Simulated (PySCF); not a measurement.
Compound: C6H8N2.
Bonds: C1–N2, N2–C3, C3–C4 (aromatic), C4–C5 (aromatic), C5–C6 (aromatic), C6–C7 (aromatic), C7–N8 (aromatic), C3–N8 (aromatic). Hydrogens: H9, H10, H11 on C1; H12 on N2; H13 on C4; H14 on C5; H15 on C6; H16 on C7.

The same species was optimised twice, with GFN2-xTB and with PBE0-D3(BJ)/def2-SVP (PySCF), and the same property calculations (PySCF, gas phase) were run on both structures.

| coordinate | GFN2-xTB | PBE0-D3(BJ)/def2-SVP | change |
| --- | --- | --- | --- |
| C6–C7 (Å) | 1.383 | 1.394 | +0.011 |
| C4–C5 (Å) | 1.378 | 1.387 | +0.009 |
| C3–C4 (Å) | 1.404 | 1.413 | +0.009 |
| C1–N2 (Å) | 1.438 | 1.430 | -0.008 |
| C7–N8 (Å) | 1.321 | 1.326 | +0.005 |
| C5–C6 (Å) | 1.390 | 1.396 | +0.006 |
| C3–N8 (Å) | 1.336 | 1.340 | +0.004 |
| N2–C3 (Å) | 1.361 | 1.362 | +0.001 |
| N2–C3–N8 (°) | 114.8 | 115.6 | +0.8 |
| N2–C3–C4 (°) | 123.1 | 122.3 | -0.8 |
| C1–N2–C3 (°) | 124.2 | 124.7 | +0.5 |
| C5–C6–C7 (°) | 117.7 | 117.2 | -0.5 |
| C4–C5–C6 (°) | 119.6 | 119.9 | +0.3 |
| C6–C7–N8 (°) | 123.9 | 124.2 | +0.3 |
| C3–C4–C5 (°) | 118.3 | 118.1 | -0.2 |
| C3–N8–C7 (°) | 118.5 | 118.5 | 0.0 |
| C1–N2–C3–C4 (°) | 14 | 6 | -8 |

Rotational constants: A = 5186, B = 1586, C = 1226 MHz (GFN2-xTB) against A = 5141, B = 1577, C = 1217 MHz (PBE0-D3(BJ)/def2-SVP).

On the GFN2-xTB structure: HOMO (eV) -5.96 [PBE0/pcSseg-1]; LUMO (eV) -0.39 [PBE0/pcSseg-1]; dipole (D) 2.04 [PBE0/pcSseg-1]; GIAO shielding of C1 (ppm) 156.4 [PBE0/pcSseg-1]; GIAO shielding of N2 (ppm) 178.3 [PBE0/pcSseg-1]; GIAO shielding of C3 (ppm) 23.6 [PBE0/pcSseg-1]; GIAO shielding of C4 (ppm) 82.7 [PBE0/pcSseg-1]; GIAO shielding of C5 (ppm) 43.4 [PBE0/pcSseg-1]; GIAO shielding of C6 (ppm) 70.5 [PBE0/pcSseg-1]; GIAO shielding of C7 (ppm) 31.4 [PBE0/pcSseg-1]; GIAO shielding of N8 (ppm) -40.2 [PBE0/pcSseg-1].

Problem. What do these properties become on the PBE0-D3(BJ)/def2-SVP structure?

Solution. 
```
                                    property          level  on GFN2-xTB  on PBE0-D3(BJ)/def2-SVP  change
                                   HOMO (eV)  PBE0/pcSseg-1        -5.96                    -5.94   +0.02
                                   LUMO (eV)  PBE0/pcSseg-1        -0.39                    -0.42   -0.03
                                  dipole (D)  PBE0/pcSseg-1         2.04                     2.05   +0.01
energy, GFN2-xTB geometry as zero (kcal/mol)  PBE0/pcSseg-1          0.0                     -0.3    -0.3
                  GIAO shielding of C1 (ppm)  PBE0/pcSseg-1        156.4                    155.6    -0.8
                  GIAO shielding of N2 (ppm)  PBE0/pcSseg-1        178.3                    178.2    -0.1
                  GIAO shielding of C3 (ppm)  PBE0/pcSseg-1         23.6                     23.2    -0.4
                  GIAO shielding of C4 (ppm)  PBE0/pcSseg-1         82.7                     80.6    -2.1
                  GIAO shielding of C5 (ppm)  PBE0/pcSseg-1         43.4                     41.3    -2.1
                  GIAO shielding of C6 (ppm)  PBE0/pcSseg-1         70.5                     68.0    -2.5
                  GIAO shielding of C7 (ppm)  PBE0/pcSseg-1         31.4                     29.3    -2.1
                  GIAO shielding of N8 (ppm)  PBE0/pcSseg-1        -40.2                    -39.6    +0.6
```

The heavy atoms differ by 0.031 Å rms after alignment. Among bonds between heavy atoms C6–C7 changes most (+0.011 Å). Changes are differences of the printed values. Neither structure is proved a minimum here.

The values belong to the conformer `[CH3:1][NH:2][c:3]1[cH:4][cH:5][cH:6][cH:7][n:8]1`: C1–N2–C3–C4 6°.
